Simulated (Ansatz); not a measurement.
Reaction (hydrogenolysis of a B–S bond): `C[O][AlH][BH]S` + H₂ → `[BH2][AlH][O]C` + H₂S

Isolated molecules relaxed with PBE0-D4/def2-TZVP in Ansatz; ΔE leaves out vibrations. CCSD(T)/CBS adds triple-zeta CCSD(T) − MP2 to the extrapolated MP2 energy (def2 sets, frozen cores). This one scheme is used for every species. Functionals use def2-TZVPP. B3LYP here is the variant with VWN-RPA as its local correlation; programs differ in this. Each species was taken in one conformer, which may not be the lowest.

```json
{"level": "PBE-D4", "ΔE (kJ/mol)": "109.7"}
{"level": "r2SCAN-D4", "ΔE (kJ/mol)": "105.0"}
{"level": "B3LYP-D4", "ΔE (kJ/mol)": "94.8"}
{"level": "ωB97M-V", "ΔE (kJ/mol)": "92.7"}
{"level": "B2PLYP", "ΔE (kJ/mol)": "90.1"}
{"level": "r2SCAN", "ΔE (kJ/mol)": "103.2"}
{"level": "CCSD/def2-TZVPP", "ΔE (kJ/mol)": "82.3"}
{"level": "HF/def2-QZVPP", "ΔE (kJ/mol)": "52.8"}
```

What does CCSD(T)/CBS give? (An estimate is asked.)

Computed: +94.0 kJ/mol. The listed levels differ from it by 15.7, 11.0, 0.8, -1.3, -3.9, 9.2, -11.7, -41.2 kJ/mol.

Largest T1 diagnostic among the species: 0.015.

In def2-TZVPP, CCSD(T) changes the Hartree–Fock value by +37.9 kJ/mol (the triples alone add +9.5 kJ/mol) and MP2 by +46.5 kJ/mol. The D4 term adds +10.3 kJ/mol with B3LYP and +5.7 kJ/mol with PBE0; it sums over pairs of atoms, weighted by their polarisabilities, and B3LYP, whose exchange is more repulsive, gets the larger term. From PBE to PBE0 (25 % exact exchange), in def2-TZVPP and without D4, ΔE moves by −8.9 kJ/mol.
